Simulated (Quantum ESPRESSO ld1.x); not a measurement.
Input (ld1.x (Quantum ESPRESSO 7.5)):

```
 &input
    atom='Au',
    iswitch=1,
    rel=2,
    dft='SLA-HL',
    config='[Xe] 4f14 5d10',
    rel_dist='energy',
    lsmall=.true.,
    prefix='ld1',
    max_out_wfc=37,
    file_charge='ld1.rho',
 /
```

Command: `OMP_NUM_THREADS=1 ld1.x < ld1.in > ld1.out`

It prints (banner and zero overlaps left out):

```
     Program LD1 v.7.5 starts

     --------------------------- All-electron run ----------------------------

     dirac relativistic calculation

     atomic number is 79.00
     dft =SLA-HL   lsd =0 sic =0 latt =0  beta=0.20 tr2=1.0E-14
     Exchange-correlation= SLA-HL
                           (   1   6   0   0   0   0   0)
     mesh =2123 r(mesh) = 100.13829 a.u. xmin = -8.00 dx = 0.00800
     1 Ry =  13.60569312 eV, c = 137.03599908

     n l j   nl                  e(Ry)          e(Ha)          e(eV)
     Spin orbit split results
     1 0 0.5 1S 1( 2.00)     -5923.9961     -2961.9981    -80600.0734
     2 0 0.5 2S 1( 2.00)     -1044.9912      -522.4956    -14217.8300
     2 1 0.5 2P 1( 2.00)     -1002.2908      -501.1454    -13636.8617
     2 1 1.5 2P 1( 4.00)      -867.4993      -433.7496    -11802.9289
     3 0 0.5 3S 1( 2.00)      -247.0701      -123.5350     -3361.5597
     3 1 0.5 3P 1( 2.00)      -227.8539      -113.9269     -3100.1102
     3 1 1.5 3P 1( 4.00)      -198.1164       -99.0582     -2695.5112
     4 0 0.5 4S 1( 2.00)       -54.0661       -27.0330      -735.6065
     4 1 0.5 4P 1( 2.00)       -45.8770       -22.9385      -624.1885
     4 1 1.5 4P 1( 4.00)       -38.7273       -19.3637      -526.9124
     3 2 1.5 3D 1( 4.00)      -166.1458       -83.0729     -2260.5287
     3 2 2.5 3D 1( 6.00)      -159.7505       -79.8753     -2173.5166
     5 0 0.5 5S 1( 2.00)        -8.6086        -4.3043      -117.1257
     5 1 0.5 5P 1( 2.00)        -5.9452        -2.9726       -80.8883
     5 1 1.5 5P 1( 4.00)        -4.7217        -2.3608       -64.2419
     4 2 1.5 4D 1( 4.00)       -25.3143       -12.6571      -344.4185
     4 2 2.5 4D 1( 6.00)       -23.9830       -11.9915      -326.3056
     4 3 2.5 4F 1( 6.00)        -6.7624        -3.3812       -92.0073
     4 3 3.5 4F 1( 8.00)        -6.4821        -3.2410       -88.1932
     5 2 1.5 5D 1( 4.00)        -1.2257        -0.6128       -16.6765
     5 2 2.5 5D 1( 6.00)        -1.1097        -0.5549       -15.0983
     Averaged results
     1 0     1S 1( 2.00)     -5923.9961     -2961.9981    -80600.0734
     2 0     2S 1( 2.00)     -1044.9912      -522.4956    -14217.8300
     2 1     2P 1( 6.00)      -912.4298      -456.2149    -12414.2399
     3 0     3S 1( 2.00)      -247.0701      -123.5350     -3361.5597
     3 1     3P 1( 6.00)      -208.0289      -104.0145     -2830.3775
     4 0     4S 1( 2.00)       -54.0661       -27.0330      -735.6065
     4 1     4P 1( 6.00)       -41.1106       -20.5553      -559.3378
     3 2     3D 1(10.00)      -162.3086       -81.1543     -2208.3214
     5 0     5S 1( 2.00)        -8.6086        -4.3043      -117.1257
     5 1     5P 1( 6.00)        -5.1295        -2.5648       -69.7907
     4 2     4D 1(10.00)       -24.5155       -12.2578      -333.5508
     4 3     4F 1(14.00)        -6.6022        -3.3011       -89.8278
     5 2     5D 1(10.00)        -1.1561        -0.5781       -15.7296

     final scf error:  3.4E-15 reached in  26 iterations

     Etot =  -38073.541361 Ry,  -19036.770681 Ha, -518016.919869 eV

     Ekin =   43746.215197 Ry,   21873.107599 Ha,  595197.579264 eV
     Encl =  -95887.068765 Ry,  -47943.534382 Ha,-1304610.032080 eV
     Eh   =   14775.719049 Ry,    7387.859525 Ha,  201033.899054 eV
     Exc  =    -708.406843 Ry,    -354.203421 Ha,   -9638.366108 eV
```

Run on one thread of a shared host, so times are rough (Intel(R) Xeon(R) Processor @ 2.60GHz): 0.63 s of CPU time, 1.7 s wall, 26 iterations on 2123 mesh points.
